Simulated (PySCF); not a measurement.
Isomers of C7H7FO, one GFN2-xTB conformer each. Single-point energies are computed at PBE0/pcSseg-1 (PySCF, gas phase, no added dispersion term), electronic only.

Task: Rank them by PBE0/pcSseg-1 energy, lowest first (kcal/mol).
A. `[CH:1]#[C:2]/[CH:3]=[C:4](/[F:5])[C@@H:6]([CH3:7])[CH:8]=[O:9]` with C3–C4–C6–C7 -82°, C4–C6–C8–O9 -141°
B. `[CH3:1][O:2][c:3]1[cH:4][cH:5][c:6]([F:7])[cH:8][cH:9]1` with C1–O2–C3–C4 180° (4-fluoroanisole)
C. `[CH2:1]=[CH:2][C@:3]([CH3:4])([F:5])[C:6]#[C:7][CH:8]=[O:9]` with C1–C2–C3–C4 118°
D. `[CH:1]#[C:2][C@@H:3]([F:4])[C@@H:5]1[CH:6]=[CH:7][O:8][CH2:9]1` with C2–C3–C5–C6 61°
E. `[O:1]=[CH:2][C:3]1=[CH:4][CH2:5][C:6]([F:7])=[CH:8][CH2:9]1` with O1–C2–C3–C4 180°

Result: B (0.0), E (10.9), A (57.2), D (62.0), C (62.2).

As drawn, the lowest has an aromatic ring, which the highest lacks; the highest has a C=O bond, a C≡C bond and a C=C bond outside aromatic rings, which the lowest lacks. Neighbours under 2.5 kcal/mol apart (C#C[C@@H](F)[C@@H]1C=COC1 and C=C[C@](C)(F)C#CC=O) can change places with a better method, another conformer or zero-point energy. GFN2-xTB itself gives, in the same order: 0.0, 24.7, 64.4, 51.3, 70.5. Both levels put the same isomer lowest; measured from each level's own lowest isomer, the values differ by up to 13.8 kcal/mol (O=CC1=CCC(F)=CC1: 24.7 against 10.9).

Task: Which frontier levels, dipoles and rotational constants go with these structures?

Result: 
```json
{"SMILES": "COc1ccc(F)cc1", "HOMO (eV, PBE0/pcSseg-1)": "-6.44", "LUMO (eV)": "-0.48", "dipole (D)": "2.54", "A, B, C (MHz)": "4959, 973.7, 818.1"}
{"SMILES": "O=CC1=CCC(F)=CC1", "HOMO (eV, PBE0/pcSseg-1)": "-7.23", "LUMO (eV)": "-1.78", "dipole (D)": "2.48", "A, B, C (MHz)": "4575, 951.4, 795.2"}
{"SMILES": "C#C/C=C(/F)[C@@H](C)C=O", "HOMO (eV, PBE0/pcSseg-1)": "-7.18", "LUMO (eV)": "-1.08", "dipole (D)": "1.06", "A, B, C (MHz)": "1913, 1550, 1040"}
{"SMILES": "C#C[C@@H](F)[C@@H]1C=COC1", "HOMO (eV, PBE0/pcSseg-1)": "-6.43", "LUMO (eV)": "0.11", "dipole (D)": "1.53", "A, B, C (MHz)": "2547, 1393, 1182"}
{"SMILES": "C=C[C@](C)(F)C#CC=O", "HOMO (eV, PBE0/pcSseg-1)": "-8.06", "LUMO (eV)": "-2.06", "dipole (D)": "2.53", "A, B, C (MHz)": "3081, 770.5, 723.0"}
```
